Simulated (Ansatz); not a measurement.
System: boron oxyfluoride, sum formula BOF, net charge 0, singlet state. 
Geometry from a B3LYP-D3(BJ)/def2-TZVP (Ansatz, a program for electronic structure) optimisation:
```xyz
3

F      0.0000     0.0000    -1.1989
B      0.0000     0.0000     0.0871
O      0.0000     0.0000     1.2943
```

Atomisation energy built up term by term with Ansatz (kcal/mol; UHF references for open shells; valence terms freeze the core; atomic spin-orbit terms are left out). CBS marks a two-point X^-3 extrapolation of the correlation energy; Hartree-Fock from the larger set.

```
term                                            basis  kcal/mol
-----------------------  ----------------------------  --------
Hartree-Fock                              aug-cc-pVQZ    255.70
CCSD correlation         CBS(aug-cc-pVTZ,aug-cc-pVQZ)       ___
(T)                      CBS(aug-cc-pVTZ,aug-cc-pVQZ)       ___
CCSDT - CCSD(T)                               cc-pVDZ     -0.05
core correlation                            cc-pwCVTZ      1.95
scalar relativity (X2C)    cc-pVTZ-DK against cc-pVTZ     -0.45
sum: De                                                     ___
```

Problem. What belongs in the gaps?

Solution. 
- CCSD correlation, kcal/mol: 92.05
- (T), kcal/mol: 9.27
- sum: De, kcal/mol: 358.5
